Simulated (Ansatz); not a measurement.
ClH5O2Si2 can be A, `O[Si](O)([SiH3])Cl`, or B, `O[SiH2]O[SiH2]Cl`.

Program: Ansatz. Geometries: PBE0-D4/def2-TZVP. ΔE: electronic, gas phase. CBS: MP2 limit from def2 TZ/QZ plus the TZ coupled-cluster correction, frozen cores. DFT in def2-TZVPP. B3LYP here is the variant with VWN-RPA as its local correlation; programs differ in this. One conformer a species, not always the lowest.

A:

```xyz
10

O    -0.813    0.159   -1.766
Si   -0.166   -0.504   -0.414
O     1.177   -1.321   -0.832
Si    0.425    1.030    1.239
Cl   -1.603   -1.780    0.364
H    -1.766    0.261   -1.798
H     1.129   -1.929   -1.573
H    -0.790    1.794    1.629
H     1.450    1.975    0.724
H     0.956    0.315    2.427
```

B:

Z-matrix (Å, degrees):
```
Si
O 1 1.644
O 1 1.635 2 111.8
H 1 1.483 2 107.3 3 122.2
H 1 1.475 2 107.7 3 -116.5
Si 2 1.618 1 142.3 3 -35.3
H 3 0.959 1 118.0 2 68.5
Cl 6 2.064 2 109.5 1 -16.7
H 6 1.477 2 109.8 1 -134.3
H 6 1.477 2 110.8 1 101.2
```

Question: Which isomer does CCSD(T)/CBS put lower? Give the gap. (Estimate.)

Answer: Computed: B, by 25.6 kcal/mol.

Question: Give E(B) − E(A) in kcal/mol with B3LYP-D4, MP2/def2-TZVPP, CCSD(T)/def2-TZVPP, ωB97M-V, B2PLYP, CCSD(T)/def2-SVP, CCSD/def2-TZVPP. (An estimate is asked.)

Answer: Ansatz gave: B3LYP-D4 -24.8, MP2/def2-TZVPP -27.4, CCSD(T)/def2-TZVPP -25.6, ωB97M-V -25.6, B2PLYP -26.3, CCSD(T)/def2-SVP -25.2, CCSD/def2-TZVPP -26.6. None reverses the order clearly.

Question: Does the order hold for the free energy at 298.15 K (harmonic terms from PBE0-D4)? (An estimate is asked.)

Answer: Computed: Yes: G(B) − G(A) = -26.0 kcal/mol, for one conformer each. Modes under 60 cm⁻¹, often nearly free rotors, make the harmonic entropy too high.

Largest T1 diagnostic: 0.012.

Leaving LDA and LC-ωPBE aside and taking each functional with its dispersion term where it has one, the values, not all of them listed here, spread over 9.6 kcal/mol, from BHLYP-D4 to PBE-D4. From PBE to PBE0 (25 % exact exchange), in def2-TZVPP and without D4, E(B) − E(A) moves by −2.4 kcal/mol.
